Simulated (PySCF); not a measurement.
**Exercise with solution: chemical shift, span and skew from a shielding tensor**

Be(OSiH3)2 (BeH6O2Si2), SMILES [O]([Be][O][SiH3])[SiH3]. Atoms are numbered in the order given.

```xyz
11

Be    -0.0004    -0.0050     0.0004
O     -1.1627     0.1545     0.7852
Si    -2.5201     0.3468     1.7020
H     -2.4000    -0.4311     2.9694
H     -3.7185    -0.1353     0.9553
H     -2.7134     1.7872     2.0400
O      1.1620    -0.1633    -0.7844
Si     2.5205    -0.3422    -1.7024
H      2.2621    -1.2902    -2.8252
H      3.6373    -0.8776    -0.8704
H      2.9345     0.9734    -2.2713
```

Coordinates come from a B3LYP-D3(BJ)/def2-SVP optimisation. The structure was generated by enumeration; whether it is a known compound was not checked. The values are those of a single conformer.

GIAO shieldings from B3LYP/pcSseg-1 (PySCF), non-relativistic, no solvent. The symmetric part of the tensor of Si3 has the principal values 344.4, 344.4, 465.1 ppm. The same nucleus in TMS has σ = 338.7 ppm at this level (PySCF, at its B3LYP-D3(BJ)/def2-TZVP geometry).

Q: Work out the isotropic shielding, the ²⁹Si shift against TMS, the span and the skew.

A: 
σ(iso) = (σ11 + σ22 + σ33)/3 = 384.6 ppm. δ = σ(ref) − σ(iso) = 338.7 − (384.6) = -45.9 ppm.
Span Ω = σ33 − σ11 = 120.7 ppm. Skew κ = 3(σ(iso) − σ22)/Ω = 1.00, an axial tensor. Tumbling in solution averages the tensor to δ; in a static solid the shielding alone would spread this spin-1/2 line over Ω.
